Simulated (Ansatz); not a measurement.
Computed with Ansatz on PBE0-D4/def2-TZVP structures; ΔE is electronic, products minus reactants. CCSD(T)/CBS adds triple-zeta CCSD(T) − MP2 to the extrapolated MP2 energy (def2 sets, frozen cores). This one scheme is used for every species. DFT in def2-TZVPP. B3LYP here is the variant with VWN-RPA as its local correlation; programs differ in this. HSE06 is defined as in plane-wave codes. For Se outer-core shells are correlated without core-valence functions, which leaves a few kJ/mol of doubt a bond. Scalar relativity is left out up to krypton. One conformer a species, not always the lowest.

`C[SiH](F)N=C=O` + H₂Se → `C[SiH](F)[SeH]` + `N=C=O`  (ligand exchange at the Si–N bond)

```csv
level,ΔE (kcal/mol),difference from CCSD(T)/CBS
LDA (SPW92),7.7,-1.4
PBE-D4,6.4,-2.7
revPBE-D4,6.5,-2.6
BLYP-D4,9.0,-0.1
r2SCAN-D4,8.8,-0.3
B97M-V,10.6,1.5
PBE0-D4,7.9,-1.2
B3LYP-D4,10.0,0.9
r2SCANh-D4,9.1,0.0
HSE06-D4,7.8,-1.3
BHLYP-D4,11.6,2.5
CAM-B3LYP-D4,11.5,2.4
ωB97X-V,9.7,0.6
ωB97M-V,9.6,0.5
B2PLYP,10.5,1.4
PBE-QIDH,9.3,0.2
PBE,6.7,-2.4
revPBE,6.5,-2.6
BLYP,9.5,0.4
PBE0,8.1,-1.0
B3LYP,10.6,1.5
r2SCANh,9.1,0.0
r2SCAN0,9.5,0.4
HSE06,8.1,-1.0
CAM-B3LYP,11.8,2.7
LC-ωPBE,9.5,0.4
RPA@PBE/def2-TZVPP,10.1,1.0
HF/def2-SVP,15.9,6.8
MP2/def2-SVP,11.6,2.5
CCSD/def2-SVP,12.5,3.4
CCSD(T)/def2-SVP,11.8,2.7
HF/def2-TZVPP,14.6,5.5
MP2/def2-TZVPP,9.8,0.7
SCS-MP2/def2-TZVPP,10.9,1.8
CCSD/def2-TZVPP,11.0,1.9
CCSD(T)/def2-TZVPP,10.2,1.1
HF/def2-QZVPP,14.8,5.7
MP2/def2-QZVPP,9.3,0.2
SCS-MP2/def2-QZVPP,10.4,1.3
HF/CBS(def2),14.8,5.7
CCSD(T)/CBS,9.1,0
```

Largest T1 diagnostic among the species: 0.018.

From BLYP to BHLYP (50 % exact exchange), in def2-TZVPP and without D4, ΔE moves by +2.8 kcal/mol. At CCSD(T), def2-SVP lies +2.7 kcal/mol from the extrapolated value and def2-TZVPP +1.1 kcal/mol. In def2-TZVPP, CCSD(T) changes the Hartree–Fock value by −4.4 kcal/mol (the triples alone add −0.8 kcal/mol) and MP2 by −4.8 kcal/mol.
